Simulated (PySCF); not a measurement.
# SeO(OH)₂: fields on a plane

Level of theory: B3LYP/[Se def2-SVP, O def2-SVP, H def2-SVP], no relativity, density fitting, PySCF.

The singlet minimum has O–H 0.976 Å (×2), Se–O 1.619 Å, Se–O 1.801 Å (×2); H–O–Se 106.7° (×2), O–Se–O 99.5°, O–Se–O 103.5° (×2).

The plane holds Se1 at (0.00, 0.00), O2 at (1.62, 0.00), O3 at (-0.42, 1.75), H5 at (0.38, 2.23) Å. Columns run from x = -2.55 to 4.05 Å, rows from y = 4.65 (top) to -1.95 Å, in steps of 0.3 Å. Other isomers or separated fragments may lie lower.

Task: Give the highest occupied orbital (Å^-3/2) at -7.95 eV (cut at ±0.3; overall sign arbitrary). Lower edges of the bins (Å^-3/2): '_' -0.300, '.' -0.240, ':' -0.180, '-' -0.120, '=' -0.060, '+' 0.000, '*' 0.060, '#' 0.120, '%' 0.180, '@' 0.240; top 0.30, each point printed twice.

Result: 
```
++++++++++++++++++++++++++++++++++++++++++++++
++++++++++++++++++++++++++++++++++++++++++++++
++++++++++++++++++++++++++++++++++++++++++++++
++++++++++++++++++++++++++++++++++++++++++++++
++++++++++++++++++++++++++++++++++++++++++++++
++++++++++++++++++++++++++++++++++++++++++++++
++++++++++********++++++++++++++++++++++++++++
++++++++****####****++++++++++++++++++++++++++
++++++++**##@@@@##++++++++++++++++++++++++++++
++++++++**##@@@@++--====++++++++++++++++++++++
++++++++++****____..--==++++++++++++++++++++++
++++++++++==::____..--==++******++++++++++++++
++++++++++==--....::==++**######****++++++++++
++++++++++++++========++##@@@@@@##**++++++++++
++++++******##**++++++**##@@@@@@%%**++++++++++
++++++**##%%%%##----++++++@@@@@@##++++++++++++
++++++**##%%@@##__++++--..____..====++++++++++
++++++**##%%@@@@****++--________::============
++++++****##%%%%%%**++--::____..--============
++++++++****######**++==--::::::--============
++++++++++********++++====------==============
++++++++++++++++++++++========================
++++++++++++++++++++++========================
```

Task: Give the electron density (e/Å³) (cut at 5 e/Å³). Lower edges of the bins (e/Å³): '0' 0.000, '1' 0.030, '2' 0.076, '3' 0.151, '4' 0.268, '5' 0.455, '6' 0.750, '7' 1.218, '8' 1.960, '9' 3.136; top 5.00.

Result: 
```
00000000000000000000000
00000000000000000000000
00000000000000000000000
00000000000000000000000
00000000000000000000000
00000001111000000000000
00001122332100000000000
00002355554310000000000
00013578876420000000000
00024799986420000000000
00024799985311000000000
00013689974321110000000
00012467764333332100000
00002356665556654200000
00002357997678986310000
00012469999789997410000
00012469999789997410000
00012467997678986310000
00001346665556654200000
00001234443333332100000
00000112222111110000000
00000001110000000000000
00000000000000000000000
```
